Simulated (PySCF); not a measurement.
PySCF 2.14 output of an unrestricted PW91 calculation on a single atom or ion in aug-cc-pwCVTZ-DK with one added diffuse shell each of s, p, d, f, g type (11s10p8d5f4g, 152 functions), with scalar relativity by spin-free X2C-1e:

```
SCF conv_tol = 1e-09
number electrons alpha = 15  beta = 13
    J. P. Perdew. In P. Ziesche and H. Eschrig, editors, Proceedings of the 75. WE-Heraeus-Seminar and 21st Annual International Symposium on Electronic Structure of Solids, 11. Berlin, 1991. Akademie Verlag.
    J. P. Perdew, J. A. Chevary, S. H. Vosko, K. A. Jackson, M. R. Pederson, D. J. Singh, and C. Fiolhais.,  Phys. Rev. B 46, 6671 (1992)
    J. P. Perdew, J. A. Chevary, S. H. Vosko, K. A. Jackson, M. R. Pederson, D. J. Singh, and C. Fiolhais.,  Phys. Rev. B 48, 4978 (1993)
    J. P. Perdew. In P. Ziesche and H. Eschrig, editors, Proceedings of the 75. WE-Heraeus-Seminar and 21st Annual International Symposium on Electronic Structure of Solids, 11. Berlin, 1991. Akademie Verlag.
    J. P. Perdew, J. A. Chevary, S. H. Vosko, K. A. Jackson, M. R. Pederson, D. J. Singh, and C. Fiolhais.,  Phys. Rev. B 46, 6671 (1992)
    J. P. Perdew, J. A. Chevary, S. H. Vosko, K. A. Jackson, M. R. Pederson, D. J. Singh, and C. Fiolhais.,  Phys. Rev. B 48, 4978 (1993)
cycle= 1 E= -1392.99388302665  delta_E= 0.381  |g|=  1.3  |ddm|= 2.21
cycle= 2 E= -1391.75527409205  delta_E= 1.24  |g|= 3.19  |ddm|= 5.96
cycle= 3 E= -1393.2017363231  delta_E= -1.45  |g|= 0.881  |ddm|= 2.12
cycle= 4 E= -1393.40876370522  delta_E= -0.207  |g|= 0.11  |ddm|= 6.91
cycle= 5 E= -1392.8067755951  delta_E= 0.602  |g|= 1.35  |ddm|=  2.9
cycle= 6 E= -1393.37112779975  delta_E= -0.564  |g|= 0.399  |ddm|= 2.22
cycle= 7 E= -1393.37505820171  delta_E= -0.00393  |g|= 0.426  |ddm|= 1.39
cycle= 8 E= -1393.4333785507  delta_E= -0.0583  |g|= 0.0544  |ddm|= 0.605
cycle= 9 E= -1393.43352493605  delta_E= -0.000146  |g|= 0.0417  |ddm|= 0.462
cycle= 10 E= -1393.43421820931  delta_E= -0.000693  |g|= 0.00341  |ddm|= 0.176
cycle= 11 E= -1393.43422732616  delta_E= -9.12e-06  |g|= 0.00632  |ddm|= 0.063
cycle= 12 E= -1393.43424350782  delta_E= -1.62e-05  |g|= 0.000681  |ddm|= 0.0222
cycle= 13 E= -1393.43424358889  delta_E= -8.11e-08  |g|= 0.000287  |ddm|= 0.00187
cycle= 14 E= -1393.43424362434  delta_E= -3.54e-08  |g|= 3.87e-05  |ddm|= 0.00108
cycle= 15 E= -1393.43424362495  delta_E= -6.15e-10  |g|= 6.05e-06  |ddm|= 0.000122
converged SCF energy = -1393.43424362495  <S^2> = 2.0441391  2S+1 = 3.0292832
```

The run itself started from symmetry-adapted Hartree-Fock orbitals and held the occupation by maximum overlap, on a logarithmic radial grid, so the iterations belong to that start.

**Question.** Which element, charge and spin multiplicity is this?

**Answer.** Co⁻ (cobalt, charge -1), multiplicity 3; the state was [Ar] 3d8 4s2, high-spin 3F determinant.

At PW91 the highest occupied level has a positive energy, so only the finite basis holds that electron; in a semilocal or global hybrid functional this comes from self-interaction and does not mean that the real anion is unbound.
